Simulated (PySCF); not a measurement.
## Electron correlation in I (iodine, neutral)

[Kr] 4d10 5s2 5p4 6s1, high-spin 4P determinant (an excited configuration). Computed with PySCF 2.14 in aug-cc-pVQZ-DK3, with the spin-free X2C one-electron Hamiltonian (Gaussian nucleus). Frozen: [Kr] 4d10; 7 electrons correlated.

```csv
level,correlation energy (mhartree)
CCSD,-127.63
(T),-5.06
CCSD(T),-132.69
```

Diagnostics: T1 = 0.015, D1 = 0.0497, largest double amplitude 0.035.

The outer electron is Rydberg-like, and this basis confines it to a smaller radius and binds it less than a complete one would.

Cost of the coupled-cluster step: of the order of 30 core-seconds, for 7 correlated electrons.

Iterations:

```
CC2 = 0
CCSD nocc = (np.int64(5), np.int64(2)), nmo = (79, 79)
frozen orbitals [[0, 1, 2, 3, 4, 5, 6, 7, 8, 9, 10, 11, 12, 13, 14, 15, 16, 17, 18, 19, 20, 21, 22], [0, 1, 2, 3, 4, 5, 6, 7, 8, 9, 10, 11, 12, 13, 14, 15, 16, 17, 18, 19, 20, 21, 22]]
max_cycle = 100
direct = 0
conv_tol = 1e-08
conv_tol_normt = 1e-06
diis_space = 8
diis_start_cycle = 0
Init t2, MP2 energy = -0.110942166530037
Init E_corr(UCCSD) = -0.110942166536372
cycle = 1  E_corr(UCCSD) = -0.123214076253422  dE = -0.0122719097  norm(t1,t2) = 0.0491269
cycle = 2  E_corr(UCCSD) = -0.126176226768923  dE = -0.00296215052  norm(t1,t2) = 0.0181358
cycle = 3  E_corr(UCCSD) = -0.127713908884338  dE = -0.00153768212  norm(t1,t2) = 0.00887814
cycle = 4  E_corr(UCCSD) = -0.127607653349547  dE = 0.000106255535  norm(t1,t2) = 0.00270057
cycle = 5  E_corr(UCCSD) = -0.12760744589947  dE = 2.07450077e-07  norm(t1,t2) = 0.00142584
cycle = 6  E_corr(UCCSD) = -0.127630437176922  dE = -2.29912775e-05  norm(t1,t2) = 0.000446844
cycle = 7  E_corr(UCCSD) = -0.127631339136019  dE = -9.01959098e-07  norm(t1,t2) = 0.000124863
cycle = 8  E_corr(UCCSD) = -0.127632028097822  dE = -6.88961803e-07  norm(t1,t2) = 5.7654e-05
cycle = 9  E_corr(UCCSD) = -0.127631846707221  dE = 1.81390601e-07  norm(t1,t2) = 2.68832e-05
cycle = 10  E_corr(UCCSD) = -0.127631797855425  dE = 4.88517963e-08  norm(t1,t2) = 6.80157e-06
cycle = 11  E_corr(UCCSD) = -0.127631758860109  dE = 3.89953155e-08  norm(t1,t2) = 1.56281e-06
cycle = 12  E_corr(UCCSD) = -0.127631749712157  dE = 9.14795212e-09  norm(t1,t2) = 3.97342e-07
UCCSD converged
E(UCCSD) = -7112.276591100172  E_corr = -0.1276317497121569
UCCSD(T) correction = -0.00505666555128617
```
